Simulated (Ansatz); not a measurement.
Cost and result for the atomization energy of C$_{2}$H$_{6}$FNSi, SMILES `C=C(F)[SiH2]N` (11 atoms, 10 bonds).

```xyz
11

C     1.073   -1.626    0.682
C     0.044   -0.792    0.664
F    -1.144   -1.210    1.171
Si    0.036    0.964   -0.012
N    -1.078    1.260   -1.277
H     2.023   -1.304    0.276
H     0.997   -2.625    1.098
H    -0.326    1.884    1.095
H     1.425    1.186   -0.486
H    -2.030    1.503   -1.060
H    -1.019    0.760   -2.149
```

The species carries charge 0 and has multiplicity 1. All single points use the PBE0-D4/def2-TZVP geometry. It is one conformer, not always the lowest. Program: Ansatz. All runs use 4 threads of an Arm Neoverse V1 on a shared host. Times are those of one run each, without the atoms' runs, and a repeat can differ threefold. Electronic energies, without spin–orbit coupling; frozen cores. CCSD(T)/CBS adds CCSD(T) − MP2 in def2-TZVPP to the MP2 limit, and its time is that of the two runs behind it. T1 = 0.012. B3LYP takes the VWN-RPA correlation (the form of Gaussian; ORCA's B3LYP/G).

CCSD(T)/CBS is a level of theory with its own doubt, some kJ/mol a heavy atom from the limit and from the frozen cores, so smaller differences don't rank the functionals.

```csv
level,functions,wall time,atomization (kJ/mol),difference from CCSD(T)/CBS,per bond
PBE0-D4/def2-TZVPP,250,2.4 s,4092.9,0.5,0.1
PBE-D4/def2-TZVPP (with forces),250,2.7 s,4180.6,88.2,8.8
B3LYP-D4/def2-TZVPP (with forces),250,3.9 s,4102.6,10.2,1.0
r2SCAN-D4/def2-TZVPP (with forces),250,3.9 s,4092.1,-0.3,0.0
B2PLYP/def2-TZVPP,250,4.7 s,4053.3,-39.1,-3.9
ωB97X-V/def2-TZVPP,250,6.5 s,4108.7,16.3,1.6
ωB97M-V/def2-TZVPP (with forces),250,9.5 s,4109.7,17.3,1.7
MP2/def2-QZVPP,478,19 s,4107.7,15.3,1.5
CCSD(T)/def2-TZVPP,250,2.1 min,3974.2,-118.2,-11.8
CCSD(T)/CBS(def2),–,2.5 min,4092.4,0.0,0.0
```

The D4 term adds +32.9 kJ/mol with B3LYP and +17.3 kJ/mol with PBE0; it sums over pairs of atoms, weighted by their polarisabilities, and B3LYP, whose exchange is more repulsive, gets the larger term. In def2-TZVPP, CCSD(T) changes the Hartree–Fock value by +1046.5 kJ/mol (the triples alone add +63.5 kJ/mol) and MP2 by +1109.5 kJ/mol; breaking electron pairs costs correlation energy, which Hartree–Fock lacks. From PBE to PBE0 (25 % exact exchange), in def2-TZVPP and without D4, the atomization energy moves by −84.4 kJ/mol: exact exchange takes away binding that semilocal exchange gives to molecules.
